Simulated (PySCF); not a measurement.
C₂H₇BFNO, SMILES N(CC)B(O)F. The structure is a stationary point at PBE-D3(BJ)/def2-SVP. The structure was generated by enumeration, and PubChem lists no compound with its InChIKey, so it may never have been made. Other conformers were not sampled.

Computed equilibrium geometry at PBE-D3(BJ)/def2-SVP (PySCF confirms it by a frequency run) as Cartesian coordinates in Å (one conformer of several):
```xyz
13

C     -2.4725    -0.4763     0.1571
C     -1.3651     0.5273     0.4881
N     -0.2550     0.4935    -0.4466
B      1.0459     0.0130    -0.1840
O      1.9967    -0.0166    -1.1772
F      1.3641    -0.4190     1.0661
H     -2.0803    -1.5135     0.1687
H     -2.8970    -0.2883    -0.8516
H     -3.3045    -0.4096     0.8880
H     -0.9573     0.3176     1.4975
H     -1.7973     1.5536     0.5362
H     -0.4728     0.7833    -1.4015
H      2.8394    -0.3655    -0.8397
```
Charge 0, spin multiplicity 1.
